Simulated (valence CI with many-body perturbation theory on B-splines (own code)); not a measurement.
E1 transitions of Bi⁶⁸⁺

Calculated by relativistic CI+MBPT: five valence electrons over a frozen Dirac-Fock core [Ne], a basis of 9 s, 9 p, 8 d, 6 f, 3 g, 1 h functions for each j, with the one-electron correlation potential Σ1, the two-electron term Σ2, the three-electron term Σ3, Breit, model QED; selected CI, second order for the rest (own B-spline code, finite nucleus).

The last digits are not significant, and no measured levels were compared; by estimate large intervals hold to a few tenths of a per cent, small ones and those within an open d or f shell to about a per cent. Among the levels kept, up to 610 cm⁻¹ of a level comes from second order outside the variational space, and about a tenth of that is noise between levels of different J, which matters for small intervals.

Lines 1 to 50 of 215 in falling wavelength, among levels below 10925 × 10³ cm⁻¹, chosen from the strongest by gf and those to the six lowest levels. Wavelengths and rates use the calculated energies. Electric multipoles are in the length gauge, E1 and E2 with the static RPA response of the core. Weak lines are less certain than strong ones. Lines between different terms over intervals too small for the method are left out, as are lines whose strength nearly cancels. The highest levels of a list are the least certain.

Levels are named by their leading jj configuration (3d3/2^4 stands for four electrons in 3d with j = 3/2), which in mixed levels can hold well under half, so a name can repeat and another be missing. Letters in brackets count levels of one name in rising energy.

```
λ vac (Å)                               Upper                               Lower   A (s⁻¹)  log gf  Branch %
    85.46  (3s 3p1/2^2 3p3/2 3d3/2) J=5/2 [a]  (3s^2 3p1/2 3p3/2 3d3/2) J=3/2 [b]  2.59e+09   -1.77       3.8
    84.27          (3s 3p1/2^2 3d3/2^2) J=3/2          (3s^2 3p1/2 3d3/2^2) J=3/2  2.33e+09   -2.00       2.2
    71.40      (3s 3p1/2^2 3p3/2 3d3/2) J=7/2  (3s^2 3p1/2 3p3/2 3d3/2) J=5/2 [b]  1.16e+10   -1.15      15.4
    69.57  (3s 3p1/2^2 3p3/2 3d3/2) J=3/2 [b]  (3s^2 3p1/2 3p3/2 3d3/2) J=3/2 [b]  6.72e+09   -1.71       0.4
    68.73  (3s 3p1/2^2 3p3/2 3d3/2) J=3/2 [b]  (3s^2 3p1/2 3p3/2 3d3/2) J=1/2 [b]  3.79e+09   -1.97       0.2
    67.79          (3s^2 3p1/2 3p3/2^2) J=3/2          (3s^2 3p1/2^2 3d5/2) J=5/2  6.38e+06   -4.75       0.3
    63.70  (3s 3p1/2^2 3p3/2 3d5/2) J=7/2 [a]  (3s^2 3p1/2 3p3/2 3d5/2) J=7/2 [b]  1.03e+10   -1.30       1.6
    63.51      (3s 3p1/2^2 3p3/2 3d5/2) J=9/2      (3s^2 3p1/2 3p3/2 3d5/2) J=9/2  1.59e+10   -1.02      29.7
    63.24  (3s 3p1/2^2 3p3/2 3d3/2) J=5/2 [a]      (3s^2 3p1/2 3p3/2 3d3/2) J=7/2  3.53e+09   -1.90       5.2
    63.22          (3s^2 3p1/2 3p3/2^2) J=5/2          (3s^2 3p1/2^2 3d5/2) J=5/2  2.99e+07   -3.97       2.6
    62.88  (3s 3p1/2^2 3p3/2 3d3/2) J=1/2 [b]  (3s^2 3p1/2 3p3/2 3d3/2) J=1/2 [b]  1.51e+10   -1.75       0.4
    62.77          (3s 3p1/2^2 3p3/2^2) J=5/2          (3s^2 3p1/2 3p3/2^2) J=5/2  1.42e+10   -1.30       1.6
    62.75  (3s 3p1/2^2 3p3/2 3d5/2) J=7/2 [a]  (3s^2 3p1/2 3p3/2 3d5/2) J=5/2 [b]  1.54e+10   -1.14       2.4
    61.79          (3s 3p1/2^2 3d3/2^2) J=3/2          (3s^2 3p1/2 3d3/2^2) J=5/2  1.74e+10   -1.40      16.3
    60.73  (3s 3p1/2^2 3p3/2 3d3/2) J=5/2 [b]  (3s^2 3p1/2 3p3/2 3d3/2) J=5/2 [b]  6.59e+09   -1.66       0.3
    60.50  (3s 3p1/2^2 3p3/2 3d3/2) J=5/2 [a]  (3s^2 3p1/2 3p3/2 3d3/2) J=3/2 [a]  2.76e+09   -2.04       4.1
    59.83  (3s 3p1/2^2 3p3/2 3d3/2) J=3/2 [a]  (3s^2 3p1/2 3p3/2 3d3/2) J=3/2 [a]  1.19e+10   -1.59       5.7
    59.57  (3s 3p1/2^2 3p3/2 3d3/2) J=3/2 [a]  (3s^2 3p1/2 3p3/2 3d3/2) J=1/2 [a]  4.54e+09   -2.01       2.2
    59.33      (3s 3p1/2^2 3p3/2 3d3/2) J=7/2      (3s^2 3p1/2 3p3/2 3d3/2) J=7/2  2.20e+10   -1.03      29.1
    59.08      (3s 3p1/2^2 3p3/2 3d5/2) J=9/2  (3s^2 3p1/2 3p3/2 3d5/2) J=7/2 [a]  3.69e+10   -0.71      68.9
    59.02  (3s 3p1/2^2 3p3/2 3d3/2) J=5/2 [a]  (3s^2 3p1/2 3p3/2 3d3/2) J=5/2 [a]  2.16e+10   -1.17      32.1
    58.97  (3s 3p1/2^2 3p3/2 3d3/2) J=1/2 [a]  (3s^2 3p1/2 3p3/2 3d3/2) J=3/2 [a]  1.62e+10   -1.77      23.6
    58.90  (3s 3p1/2^2 3p3/2 3d5/2) J=5/2 [a]  (3s^2 3p1/2 3p3/2 3d5/2) J=5/2 [a]  2.33e+10   -1.14       2.6
    58.83          (3s 3p1/2^2 3p3/2^2) J=5/2          (3s^2 3p1/2 3p3/2^2) J=3/2  2.30e+10   -1.15       2.6
    58.72  (3s 3p1/2^2 3p3/2 3d3/2) J=1/2 [a]  (3s^2 3p1/2 3p3/2 3d3/2) J=1/2 [a]  2.35e+10   -1.62      34.2
    58.59          (3s 3p1/2^2 3p3/2^2) J=3/2          (3s^2 3p1/2 3p3/2^2) J=1/2  5.25e+06   -4.97       0.0
    58.39  (3s 3p1/2^2 3p3/2 3d3/2) J=3/2 [a]  (3s^2 3p1/2 3p3/2 3d3/2) J=5/2 [a]  1.88e+10   -1.42       9.0
    58.11  (3s 3p1/2^2 3p3/2 3d5/2) J=7/2 [b]  (3s^2 3p1/2 3p3/2 3d5/2) J=7/2 [b]  6.50e+09   -1.58       0.2
    57.83  (3s 3p1/2^2 3p3/2 3d5/2) J=5/2 [a]  (3s^2 3p1/2 3p3/2 3d5/2) J=3/2 [a]  3.32e+10   -1.00       3.6
    57.60      (3s 3p1/2^2 3p3/2 3d5/2) J=1/2  (3s^2 3p1/2 3p3/2 3d5/2) J=3/2 [b]  4.35e+10   -1.36       6.9
    57.43          (3s 3p1/2^2 3p3/2^2) J=1/2          (3s^2 3p1/2 3p3/2^2) J=1/2  4.79e+10   -1.32       2.9
    57.32  (3s 3p1/2^2 3p3/2 3d5/2) J=7/2 [b]  (3s^2 3p1/2 3p3/2 3d5/2) J=5/2 [b]  1.41e+10   -1.25       0.5
    56.87  (3s 3p1/2^2 3p3/2 3d5/2) J=3/2 [b]      (3s^2 3p1/2 3p3/2 3d5/2) J=1/2  3.02e+10   -1.23       1.2
    56.32          (3s^2 3p1/2 3d3/2^2) J=5/2  (3s^2 3p1/2 3p3/2 3d3/2) J=3/2 [b]  4.60e+09   -1.88       0.1
    55.84  (3s 3p1/2^2 3p3/2 3d5/2) J=3/2 [b]  (3s^2 3p1/2 3p3/2 3d5/2) J=3/2 [b]  3.87e+10   -1.14       1.5
    55.61      (3s 3p1/2^2 3p3/2 3d3/2) J=7/2  (3s^2 3p1/2 3p3/2 3d3/2) J=5/2 [a]  5.68e+09   -1.68       7.5
    55.55  (3s 3p1/2^2 3p3/2 3d5/2) J=3/2 [a]  (3s^2 3p1/2 3p3/2 3d5/2) J=5/2 [a]  3.95e+10   -1.14       3.7
    55.52  (3s 3p1/2^2 3p3/2 3d5/2) J=7/2 [a]      (3s^2 3p1/2 3p3/2 3d5/2) J=9/2  1.26e+10   -1.33       1.9
    54.91          (3s 3p1/2^2 3d3/2^2) J=3/2  (3s 3p1/2^2 3p3/2 3d3/2) J=1/2 [b]  5.14e+09   -2.03       4.8
    54.59  (3s 3p1/2^2 3p3/2 3d5/2) J=3/2 [a]  (3s^2 3p1/2 3p3/2 3d5/2) J=3/2 [a]  1.17e+10   -1.68       1.1
    54.37  (3s 3p1/2^2 3p3/2 3d3/2) J=3/2 [a]          (3s 3p1/2^2 3p3/2^2) J=1/2  4.70e+09   -2.08       2.3
    54.07  (3s 3p1/2^2 3p3/2 3d5/2) J=5/2 [b]  (3s^2 3p1/2 3p3/2 3d5/2) J=7/2 [b]  4.84e+10   -0.90       2.5
    54.00          (3s 3p1/2^2 3p3/2^2) J=3/2          (3s^2 3p1/2 3p3/2^2) J=5/2  4.26e+10   -1.13       2.2
    53.90  (3s 3p1/2^2 3p3/2 3d3/2) J=5/2 [a]          (3s 3p1/2^2 3p3/2^2) J=3/2  1.56e+10   -1.39      23.1
    53.66  (3s 3p1/2^2 3p3/2 3d3/2) J=1/2 [a]          (3s 3p1/2^2 3p3/2^2) J=1/2  1.04e+10   -2.05      15.1
    53.39  (3s 3p1/2^2 3p3/2 3d5/2) J=5/2 [b]  (3s^2 3p1/2 3p3/2 3d5/2) J=5/2 [b]  2.28e+10   -1.23       1.2
    53.37          (3s 3p1/2^2 3d3/2^2) J=3/2  (3s 3p1/2^2 3p3/2 3d3/2) J=5/2 [b]  4.92e+10   -1.08      46.2
    53.37  (3s 3p1/2^2 3p3/2 3d3/2) J=3/2 [a]          (3s 3p1/2^2 3p3/2^2) J=3/2  9.46e+09   -1.79       4.5
    52.58          (3s^2 3p1/2 3d3/2^2) J=5/2  (3s^2 3p1/2 3p3/2 3d3/2) J=5/2 [b]  1.57e+10   -1.41       0.2
    52.58  (3s^2 3p1/2 3p3/2 3d3/2) J=1/2 [a]          (3s^2 3p1/2 3p3/2^2) J=1/2  6.65e+09   -2.26      41.6
```

Problem. How does gf follow from A for the line at 55.55 Å?

Solution. gf = 1.4992 × (2J+1)_upper × A / σ², with σ = 1800112 cm⁻¹ and 2J+1 = 4: gf = 0.0730.
